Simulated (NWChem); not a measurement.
Molecule: CH₄BFO₂; SMILES OCB(F)O

```xyz
9

O      0.1177     1.9500     0.1633
C     -0.7302     0.8598    -0.1048
B     -0.0417    -0.5504     0.0059
O     -0.7564    -1.6891     0.0648
F      1.2991    -0.6159     0.0005
H      0.9865     1.7423    -0.1954
H     -1.2031     0.9309    -1.1110
H     -1.5783     0.9007     0.6000
H     -0.2051    -2.4798     0.0924
```
Atoms are numbered in this order, from 1.

Results from NWChem. Pople sets run with spherical d functions. The geometry was optimised at PBE0/def2-SVP. B3LYP is NWChem's, with the RPA form of VWN correlation. GIAO values for the isolated, static molecule; σ is the absolute isotropic shielding, δ = σ(reference) − σ with the isolated reference molecule computed at the same levels (11B: boron trifluoride, 13C: tetramethylsilane, 1H: tetramethylsilane, 17O: water).

| level | δ O1 (ppm) | δ C2 (ppm) | δ B3 (ppm) | δ H6 (ppm) | δ H7 (ppm) | δ H8 (ppm) | δ H9 (ppm) |
|---|---|---|---|---|---|---|---|
| B3LYP/6-311G** | -1.1 | 50.6 | 20.4 | -0.58 | 3.49 | 3.43 | 3.77 |
| B3LYP/6-31G* | -15.3 | 46.4 | 18.5 | -0.64 | 3.44 | 3.41 | 3.62 |
| Hartree-Fock/6-31G* | -30.8 | 42.5 | 20.3 | 0.16 | 3.17 | 3.34 | 3.74 |
